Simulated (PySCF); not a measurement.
Here is a job for PySCF.
```python
from pyscf import gto, scf, dft

mol = gto.M(
    atom='''
B    -0.001407    0.560054    0.037735
F     1.106201   -0.152890   -0.009046
F    -1.105420   -0.158251   -0.011918
''',
    basis='cc-pvdz',
    charge=0,
    spin=1,
    verbose=3,
)

mf = dft.UKS(mol)
mf.xc = 'bhandhlyp'
mf.kernel()
```

Q: Predict the dipole moment from BHANDHLYP/cc-pVDZ (PySCF).

A: 0.74 D

Q: Predict the Mulliken (on the basis functions themselves) charges in atom order from BHANDHLYP/cc-pVDZ.

A: B1 0.24, F2 -0.12, F3 -0.12

Q: Give the <S^2> at the level BHANDHLYP/cc-pVDZ.

A: 0.751

These values belong to the state on which the SCF converged, which isn't shown to be the lowest.
